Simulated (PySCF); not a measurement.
```xyz
3
charge 1 multiplicity 5, angstrom
Ir    0.0000    0.0000    0.0000
F     1.8063    0.0000    0.0000
F    -1.8063    0.0000    0.0000
```

Level of theory: UPBE0 in PySCF with Ir def2-TZVP with ECP60, F def2-TZVP; scalar-relativistic core potentials, no spin–orbit coupling; density-fitted integrals.

This geometry of IrF₂⁺ is a stationary point at this level.

Q: What is the point group?

A: D∞h.

Q: Is it a minimum?

A: Yes: all harmonic wavenumbers are real.

Q: List the harmonic modes with their infrared intensities.

A: 
```json
{"symmetry": "πu", "ω (cm⁻¹)": "138", "IR (km/mol, summed over degenerate members)": "17.7", "type": "bend"}
{"symmetry": "σg+", "ω (cm⁻¹)": "760", "IR (km/mol, summed over degenerate members)": "0.0", "type": "stretch"}
{"symmetry": "σu+", "ω (cm⁻¹)": "793", "IR (km/mol, summed over degenerate members)": "157", "type": "stretch"}
```

Q: Give the atomic charges and bond orders.

A: 
```tsv
atom	Mulliken	Löwdin	polar tensor	spin (Mulliken)	Mayer order to Ir1
Ir1	1.44	1.28	1.95	3.38	–
F2,3	-0.22	-0.14	-0.47	0.31	1.13
```

Q: Give the ideal-gas entropy at 298.15 K and 1 bar by parts.

A: translation 176.7, rotation 63.5, vibration 25.5, spin 13.4; total 279.1 J/(mol K).

In D∞h the vibrations span πu + σg+ + σu+. The σg+ mode carries no infrared intensity, as symmetry demands. With a centre of inversion only u modes can be infrared active and only g modes Raman active.

This need not be the most stable arrangement of these atoms. Other spin states or occupations of the open shell can lie lower. No spin–orbit coupling is included, which matters more the heavier the element.
